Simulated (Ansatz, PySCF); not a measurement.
Gas-phase reaction 2 R1 → P1 + P2, each structure at its B3LYP-D3(BJ)/def2-SVP stationary point, reached from a drawn start (curvature not checked).
P1, H2O (SMILES O) (charge 0, multiplicity 1):
```xyz
3

O      0.00000     0.00000     0.40073
H      0.00000     0.75701    -0.20042
H      0.00000    -0.75701    -0.20042
```
R1, H4O4Si (SMILES O[Si](O)(O)O) (charge 0, multiplicity 1):
```xyz
9

Si     0.0000     0.0000     0.0000
O      0.9999     0.9821     0.8747
H      1.8247     0.5776     1.1682
O     -0.9999    -0.9821     0.8747
H     -1.8247    -0.5776     1.1682
O      0.9821    -0.9999    -0.8747
H      0.5776    -1.8247    -1.1682
O     -0.9821     0.9999    -0.8747
H     -0.5776     1.8247    -1.1682
```
P2, H6O7Si2 (SMILES O[Si](O)(O)O[Si](O)(O)O) (charge 0, multiplicity 1):
```tsv
atom	x (Å)	y (Å)	z (Å)
O	2.8899	0.4853	0.4148
Si	1.4465	-0.3087	0.5061
O	1.4134	-1.4449	-0.6875
O	1.2796	-0.8871	2.0387
O	0.1548	0.7142	0.2841
Si	-1.3667	0.5202	-0.2962
O	-1.7952	1.8819	-1.1218
O	-1.2810	-0.8569	-1.2342
O	-2.5396	0.2221	0.8160
H	3.2903	0.4945	-0.4624
H	0.5218	-1.5736	-1.0588
H	2.0618	-1.3059	2.4154
H	-1.0677	2.3868	-1.5036
H	-2.1154	-1.3113	-1.4020
H	-2.8924	0.9833	1.2912
```

P less R. No zero-point or thermal terms. One arrangement of each flexible species, with no search for the lowest.

Programs: Ansatz (a quantum-chemistry and plane-wave program) with Gaussian orbitals; PySCF for the D3/D4 terms. Each number belongs to the level named beside it.

Q: One of these levels gives -3.01 kcal/mol for the reaction energy. Which one is it?
(A) PBE/def2-TZVPP
(B) PBE0/def2-TZVPP
(C) BLYP-D4/def2-TZVPP
(D) PBE-D3(BJ)/def2-TZVPP

A: B, PBE0/def2-TZVPP. The others give -2.65 (PBE/def2-TZVPP), -4.16 (PBE-D3(BJ)/def2-TZVPP), -5.53 (BLYP-D4/def2-TZVPP)
